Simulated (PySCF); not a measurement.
Compound: SnHMe2(OMe), C₃H₁₀OSn.
Structure used (PBE0-D3(BJ)/def2-SVP), in Å, numbered top down from 1:
```
atom  x, y, z in Å
Sn1    0.0492    0.5669    0.4220
H2     0.1894    0.7197    2.1348
C3     1.9305    0.0609   -0.4851
H4     1.7883   -0.0877   -1.5647
H5     2.3305   -0.8636   -0.0457
H6     2.6562    0.8719   -0.3280
C7    -0.9349    2.2168   -0.5114
H8    -0.2859    3.1039   -0.5172
H9    -1.8635    2.4529    0.0257
H10   -1.1820    1.9436   -1.5468
O11   -1.2128   -0.9453    0.0722
C12   -0.9261   -2.2344    0.5058
H13    0.0194   -2.6423    0.0901
H14   -1.7333   -2.9160    0.1816
H15   -0.8578   -2.3233    1.6107
```

Theory: PBE0-D3(BJ)/def2-SVP geometry optimisation, gas phase, def2 core potentials past Kr (PySCF).

(1) Which atoms are bound to Sn1, and at what distances?

(2) List the angles at Sn1.

(3) What is the shape at Sn1?

(4) What are the other bond lengths?

(5) Give some angles away from the centre.

(6) What are the rotational constants (commonest isotopes, rigid rotor)?

## Answers

(1) 4 atoms: H2 1.725 Å, O11 2.000 Å, C7 2.136 Å, C3 2.149 Å. The nearest atom not counted as bound is H10, at 2.70 Å.

(2) 
| angle | degrees | distance of the outer atoms (Å) |
| --- | --- | --- |
| H2–Sn1–C7 | 113.8 | 3.24 |
| C3–Sn1–C7 | 113.6 | 3.59 |
| H2–Sn1–C3 | 111.6 | 3.21 |
| C3–Sn1–O11 | 107.5 | 3.35 |
| H2–Sn1–O11 | 107.0 | 3.00 |
| C7–Sn1–O11 | 102.5 | 3.23 |

(3) Distorted tetrahedral: angles from 102.5° to 113.8°; τ4 = (360° − α − β)/141° = 0.94 with α and β the two widest (0 for a square, 1 for a tetrahedron). The Sn–C distances aren't all alike: 2.136 to 2.149 Å.

(4) C3–H4 and 5 like bonds 1.099 Å; O11–C12 1.390 Å; C12–H13, C12–H14, C12–H15 1.109 Å.

(5) Sn1–O11–C12 121.1°.

(6) A = 3764, B = 2132, C = 1604 MHz: an asymmetric top.

Point group: C1 (no symmetry element, even within 0.4 Å). Charge 0, singlet. PBE0-D3(BJ)/def2-SVP frequencies: not computed here.

One conformer stands for the species.
